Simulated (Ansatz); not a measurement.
This Ansatz (an electronic-structure program) input (PBE/def2-SVP) gives -24.58153 Eh with 14 basis functions.

Ansatz 0.2 input:
```yaml
crystal:
  periodic: [false, false, false]
  atoms:
    - {symbol: B, position_ang: [0.00000000, 0.00000000, 0.00000000]}
basis:
  gaussian:
    orbitals: def2-SVP
hamiltonian:
  xc: {name: PBE}
magnetization: {spin_polarized: true, initial_magnetization: 1}
scf: {lower_state_search: full}
```

Change:
```diff
- orbitals: def2-SVP
+ orbitals: def2-TZVP
```

**Question.** What does the run give now?

**Answer.** -24.61008 Eh (PBE/def2-TZVP, 31 functions), a change of -28.55 mEh.
